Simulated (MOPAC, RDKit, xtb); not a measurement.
Torsion Cl3–B2–Se4–H5 in BClFHSe (SMILES FB(Cl)[SeH]); at each angle all else is relaxed with GFN2-xTB, and the levels are single points there.
Geometry at 0° (charge 0, multiplicity 1):
```xyz
5

F     -0.9671     1.3188    -0.1621
B     -0.6157     0.0825     0.1374
Cl    -1.7770    -1.1686    -0.0414
Se     1.1767    -0.1979     0.7497
H      1.0894    -1.6226     0.9386
```

On the grid 0° to 330°, 90° is the highest and 0° the lowest point at MP2/CBS(def2-TZVPP, def2-QZVPP) + ΔCCSD(T)/def2-TZVPP.

The state reached by PM6, PM7 isn't checked; PM7 holds dispersion and hydrogen-bond terms.

Codes used: MOPAC for PM6, PM7 (differences of heats of formation); RDKit for the force fields; xtb for the GFN methods. Values without a source in brackets are computed.

Q: One of these levels gives 9.17 kcal/mol for the energy at 90° less that at 0°. Which?
A. PM6
B. GFN2-xTB
C. UFF
D. PM7

A: B, GFN2-xTB. The others give -6.09 (UFF), -38.00 (PM6), 5.59 (PM7)
